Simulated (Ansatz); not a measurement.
(1) Predict a relaxed structure of [closo-1-(Br)B7H6]2- (B₇H₆Br²⁻), charge -2, singlet, at r2SCAN-D4/def2-SVPD (Ansatz).

Results:

(1) 
```
atom   x (Å)   y (Å)   z (Å)
  B1  -0.153  -1.414  -0.044
  B2   1.294  -0.587   0.076
  B3  -0.099   0.025   1.027
  B4  -0.692   1.234  -0.159
  B5   0.961   1.050   0.004
  B6   0.115  -0.029  -1.197
  B7  -1.381  -0.289  -0.189
 Br8  -0.302   0.075   3.135
  H9  -0.291  -2.626  -0.013
 H10   2.398  -1.089   0.209
 H11  -1.292   2.293  -0.228
 H12   1.779   1.951   0.076
 H13   0.232  -0.058  -2.415
 H14  -2.571  -0.536  -0.283
```
Point group C5v (tolerance 0.1 Å). This is one stationary point.

A multiply charged anion in the gas phase is held together partly by the finite basis. The highest occupied level of the charge -2 singlet lies above zero (up to 2.81 eV). The electron is either unbound and held by the finite basis, or the level is raised by self-interaction error.
